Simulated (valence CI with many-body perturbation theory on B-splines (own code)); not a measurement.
# E1 line list for K¹²⁺

Method: relativistic CI+MBPT: five valence electrons over a frozen Dirac-Fock core [He], radial functions for each j: 11 s, 11 p, 10 d, 8 f, 5 g, 2 h, with the one-electron correlation potential Σ1 (screened to all orders), the two-electron term Σ2, the three-electron term Σ3, Breit, model QED; selected single and double excitations, second order for the rest, scaled by the run's own slope (own B-spline code, finite nucleus).

No measured spectrum was set against this ion. As an estimate, levels of excited configurations hold to 0.05 to 0.15 % of their energy, terms of the ground configuration to about 0.5 %. Among the levels kept, up to 5500 cm⁻¹ of a level comes from second order outside the variational space, and about a tenth of that is noise between levels of different J, which matters for small intervals.

Lines 1 to 50 of 550 in falling wavelength, among levels below 527.85 eV, chosen from the strongest by gf and those to the six lowest levels. Wavelengths and rates use the calculated energies, so an error of 400 cm⁻¹ moves a line at 89.18 nm by 0.36 % and its rate by three times that or more. Electric multipoles are in the length gauge, E1 and E2 with the static RPA response of the core. Weak lines are less certain than strong ones. Lines between different terms over intervals too small for the method are left out, as are lines whose strength nearly cancels. Where a level lies close to another of its J and parity, the split of strength between their lines is uncertain. The highest levels of a list are the least certain.

Names give the largest LS component (configuration and term), which can be under half, so a name can repeat, a term be missing and a line seem to break the LS rules; names also repeat where a configuration has a term twice. Letters in brackets count levels of one name in rising energy.

```csv
λ vac (nm),Upper,Lower,A (s⁻¹),S (a.u.) with core polarisation,S without
89.18,2s2p³3p ²F_7/2 [a],2s2p³3s ²D°_5/2 [a],6.18e+08,1.73e+00,1.73e+00
88.89,2s2p³3p ⁴P_5/2 [a],2s2p³3s ⁴S°_3/2 [a],5.25e+08,1.09e+00,1.09e+00
88.25,2s2p³3p ⁴P_3/2 [a],2s2p³3s ⁴S°_3/2 [a],5.46e+08,7.40e-01,7.40e-01
88.14,2s2p³3p ²F_5/2 [a],2s2p³3s ²D°_3/2 [a],6.09e+08,1.24e+00,1.24e+00
87.43,2s2p³3p ⁴P_1/2 [a],2s2p³3s ⁴S°_3/2 [a],4.55e+08,3.00e-01,3.00e-01
82.49,2s2p³3p ²P_3/2 [b],2s2p³3s ²D°_5/2 [b],2.57e+08,2.85e-01,2.85e-01
81.87,2s2p³3p ⁴P_3/2 [c],2s2p³3s ²P°_3/2 [a],2.49e+08,2.70e-01,2.70e-01
80.58,2s2p³3p ²P_3/2 [a],2s2p³3s ²P°_3/2 [a],3.89e+08,4.01e-01,4.02e-01
80.25,2s2p³3d ⁴D°_7/2 [b],2s2p³3p ⁴P_5/2 [b],3.01e+08,6.15e-01,6.15e-01
78.23,2s2p³3d ⁴D°_5/2 [b],2s2p³3p ⁴P_3/2 [b],2.63e+08,3.72e-01,3.72e-01
77.26,2s2p³3p ⁴D_3/2 [a],2s2p³3s ⁴D°_3/2,4.16e+08,3.79e-01,3.79e-01
77.22,2s2p³3p ⁴D_3/2 [a],2s2p³3s ⁴D°_5/2,3.52e+08,3.20e-01,3.20e-01
77.21,2s2p³3p ²P_3/2 [b],2s2p³3s ⁴S°_3/2 [b],3.18e+08,2.89e-01,2.89e-01
77.20,2s2p³3p ²D_3/2 [b],2s2p³3s ²P°_1/2 [a],8.00e+08,7.27e-01,7.27e-01
76.66,2s²2p²3p ⁴D°_3/2,2s²2p²3s ⁴P_3/2,3.00e+08,2.67e-01,2.67e-01
76.30,2s2p³3p ⁴D_5/2 [a],2s2p³3s ⁴D°_7/2,2.12e+08,2.79e-01,2.80e-01
75.67,2s2p³3p ²D_5/2 [b],2s2p³3s ²P°_3/2 [a],9.61e+08,1.23e+00,1.23e+00
75.46,2s2p³3p ²F_5/2 [b],2s2p³3s ²D°_3/2 [b],1.01e+09,1.29e+00,1.29e+00
75.33,2s2p³3p ⁴D_5/2 [a],2s2p³3s ⁴D°_5/2,8.54e+08,1.08e+00,1.08e+00
74.48,2s2p³3p ⁴D_7/2 [a],2s2p³3s ⁴D°_7/2,1.09e+09,1.77e+00,1.77e+00
73.79,2s2p³3p ⁴S_3/2,2s2p³3s ⁴P°_5/2,5.00e+08,3.97e-01,3.97e-01
72.63,2s2p³3p ²F_7/2 [b],2s2p³3s ²D°_5/2 [b],1.24e+09,1.88e+00,1.88e+00
72.61,2s2p³3p ⁴F_3/2 [a],2s2p³3s ⁴D°_1/2,4.17e+08,3.15e-01,3.15e-01
72.43,2s2p³3p ⁴P_5/2 [d],2s2p³3s ⁴S°_3/2 [b],1.07e+09,1.21e+00,1.21e+00
72.41,2s2p³3p ⁴P_1/2 [d],2s2p³3s ⁴S°_3/2 [b],8.14e+08,3.05e-01,3.05e-01
72.32,2s²2p²3d ²F_5/2 [b],2s²2p²3p ²P°_3/2 [b],4.67e+08,5.23e-01,5.23e-01
72.03,2s²2p²3p ²D°_3/2 [a],2s²2p²3s ²P_1/2,6.78e+08,5.00e-01,5.00e-01
71.89,2s2p³3d ⁴P°_5/2 [a],2s2p³3p ⁴P_5/2 [b],5.91e+08,6.50e-01,6.50e-01
71.77,2s2p³3p ⁴D_5/2 [b],2s2p³3s ⁴P°_5/2,3.80e+08,4.16e-01,4.16e-01
71.66,2s2p³3p ⁴P_3/2 [d],2s2p³3s ⁴S°_3/2 [b],7.19e+08,5.23e-01,5.23e-01
71.60,2s²2p²3p ²F°_5/2,2s²2p²3s ²D_3/2,1.19e+09,1.29e+00,1.29e+00
71.42,2s²2p²3p ⁴D°_7/2,2s²2p²3s ⁴P_5/2,1.18e+09,1.69e+00,1.69e+00
71.41,2s2p³3d ⁴P°_5/2 [b],2s2p³3p ⁴P_5/2 [c],2.52e+08,2.72e-01,2.72e-01
71.22,2s2p³3p ⁴D_1/2 [b],2s2p³3s ⁴P°_1/2,1.05e+09,3.73e-01,3.73e-01
71.13,2s2p³3p ⁴D_3/2 [b],2s2p³3s ⁴P°_3/2,7.88e+08,5.60e-01,5.60e-01
70.92,2s²2p²3p ⁴D°_5/2,2s²2p²3s ⁴P_3/2,1.07e+09,1.13e+00,1.13e+00
70.75,2s2p³3p ⁴F_3/2 [b],2s2p³3s ⁴D°_1/2,7.94e+08,5.55e-01,5.55e-01
70.73,2s2p³3p ⁶P_3/2,2s2p³3s ⁶S°_5/2,1.37e+09,9.57e-01,9.57e-01
70.72,2s2p³3p ⁴D_7/2 [b],2s2p³3s ⁴P°_5/2,1.32e+09,1.85e+00,1.85e+00
70.66,2s²2p²3p ²D°_5/2 [a],2s²2p²3s ²P_3/2,7.73e+08,8.08e-01,8.08e-01
70.64,2s2p³3p ⁴D_3/2 [b],2s2p³3s ⁴P°_1/2,4.83e+08,3.36e-01,3.36e-01
70.57,2s2p³3p ⁴F_5/2,2s2p³3s ⁴D°_3/2,1.36e+09,1.41e+00,1.41e+00
70.51,2s2p³3p ⁴D_5/2 [b],2s2p³3s ⁴P°_3/2,9.30e+08,9.66e-01,9.66e-01
70.48,2s²2p²3p ⁴D°_3/2,2s²2p²3s ⁴P_1/2,8.17e+08,5.65e-01,5.65e-01
70.23,2s²2p²3p ⁴P°_5/2,2s²2p²3s ⁴P_5/2,9.45e+08,9.69e-01,9.69e-01
70.21,2s2p³3p ²D_5/2 [d],2s2p³3s ²P°_3/2 [b],1.31e+09,1.34e+00,1.34e+00
70.20,2s2p³3d ²D°_5/2 [a],2s2p³3p ²D_5/2 [a],4.05e+08,4.15e-01,4.15e-01
70.13,2s2p³3d ⁴P°_5/2 [a],2s2p³3p ⁴P_3/2 [b],2.51e+08,2.56e-01,2.56e-01
70.04,2s2p³3d ⁴P°_3/2 [a],2s2p³3p ⁴P_5/2 [b],4.79e+08,3.25e-01,3.25e-01
69.80,2s2p³3p ⁶P_5/2,2s2p³3s ⁶S°_5/2,1.40e+09,1.41e+00,1.41e+00
```
